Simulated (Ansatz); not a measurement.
Breaking a bond: SAl (cation, charge +1), lowest singlet found (which spin is the ground state isn't settled by this scan).

Methods: UKS-B3LYP = unrestricted B3LYP/cc-pVDZ in Ansatz (an electronic-structure program); FCI = full CI/cc-pVDZ, frozen core run with Ansatz.

Energies relative to the lowest point of each curve between 2.13 and 2.67 Å, where full CI is lowest, in kJ/mol:

| R / Å | UKS-B3LYP |
|---|---|
| 2.13 | 4.5 |
| 2.21 | 0.0 |
| 2.28 | 1.8 |
| 2.35 | 7.1 |
| 2.45 | 18.4 |
| 2.54 | 30.0 |
| 2.67 | 46.0 |
| 2.83 | 50.8 |

Question: Estimate the FCI values at these points.

Answer: 2.13: 2.8; 2.21: 0.0; 2.28: 4.1; 2.35: 12.4; 2.45: 28.8; 2.54: 45.9; 2.67: 70.3; 2.83: 95.7 (kJ/mol).

The scan ran from 1.63 to 7.65 Å; beyond the distances shown full CI changes its symmetry label. The unrestricted determinant behind UKS-B3LYP is spin-contaminated at 2.13 to 2.83 Å (<S²> up to 1.0, against 0.00 for a pure singlet).
